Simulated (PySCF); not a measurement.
Gas-phase reaction: GaCl2 + 2 C2H5 + C2H3 (vinyl) = GaH(CH3)2 + 2 C2H3Cl

Method: PySCF energies plus ideal-gas RRHO corrections (1 bar). S°(298 K) at PBE0/def2-TZVP differs from the NASA 1993 table for C2H5 (+9 J/mol/K); whether the harmonic model or the table's entry is off was not settled. † marks an energy on the PBE0/def2-TZVP geometry and frequencies; other levels use their own. 6-31G* has spherical d functions here. Open shells (unrestricted): GaCl2 (multiplicity 2), C2H5 (multiplicity 2), C2H3 (vinyl) (multiplicity 2); the rest are closed-shell singlets. B3LYP is the form with VWN-RPA correlation. Ga: all electrons, no relativistic terms. Methyl groups turn as free rotors in GaH(CH3)2. GaCl2, GaH(CH3)2: computed as isolated molecules; such fragments, hydroxides, amides, oligomers or adducts are transient or little studied in the gas. The harmonic model lacks anharmonicity and excited electronic states, which grow with temperature; levels with a mode under 35 cm⁻¹ are left out. Internal rotation in C2H5 is treated as a harmonic vibration of one conformer, which makes the entropy rough. Soft modes under 120 cm⁻¹ make the harmonic entropy rough for GaCl2.

```
level               ΔE electronic, kJ  ΔH°(298 K), kJ  ΔS°(298 K), J/K  ΔG°(1000 K), kJ
------------------  -----------------  --------------  ---------------  ---------------
B3LYP/6-31G*                     -258            -253             -202              -49
B3LYP/def2-TZVP†                 -260            -254             -202              -50
BLYP/def2-TZVP†                  -264            -258             -202              -54
M06-2X/def2-TZVP†                -282            -277             -202              -73
PBE/def2-TZVP†                   -293            -287             -202              -83
PBE0/def2-SVP†                   -257            -251             -202              -47
r2SCAN/def2-TZVP†                -240            -234             -202              -30
LDA/def2-TZVP†                   -395            -390             -202             -186
ωB97M-V/def2-TZVP†               -310            -304             -202             -100
ωB97X-V/def2-TZVP†               -308            -303             -202              -99
```
ΔH° is lowest at LDA/def2-TZVP† and highest at r2SCAN/def2-TZVP†. No reference value is set beside these.
